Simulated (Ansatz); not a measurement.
Reaction (SMILES): F[C]Cl (closed-shell singlet) → C atom + Cl atom + F atom
B3LYP-D3(BJ)/def2-TZVP geometries, fixed; electronic energies without zero-point terms.
Largest species:
```xyz
3

F     -1.4677    -0.2909     0.0321
C     -0.5979     0.6705    -0.0192
Cl     0.9880    -0.0826    -0.0102
```

Core correlation in the atomisation energy at CCSD(T) with Ansatz (an electronic-structure program), in kcal/mol: frozen core against 1s of Al to Cl frozen alone. A restricted Hartree-Fock determinant is unstable towards unrestricted orbitals. Open shells are unrestricted. Costs are rough ratios of core time on shared machines of one kind.

```csv
basis,"functions, most",frozen core
cc-pV(D+d)Z,51,188.83
cc-pCVDZ,63,188.41
cc-pV(T+d)Z,99,204.59
cc-pwCVTZ,145,205.09
cc-pCVTZ,145,204.80
cc-pV(Q+d)Z,174,209.90
cc-pCVQZ,277,209.98
cc-pwCVQZ,277,210.09
```

**Question.** How large is the core term in each set?

**Answer.** The largest core-valence set, cc-pwCVQZ, gives a core term of 0.60 kcal/mol; the valence set cc-pV(Q+d)Z, which lacks functions for the core, gives 1.57. By row: cc-pV(D+d)Z 0.80, cc-pCVDZ 0.72, cc-pV(T+d)Z 3.18, cc-pwCVTZ 0.61, cc-pCVTZ 0.68, cc-pV(Q+d)Z 1.57, cc-pCVQZ 0.61, cc-pwCVQZ 0.60.
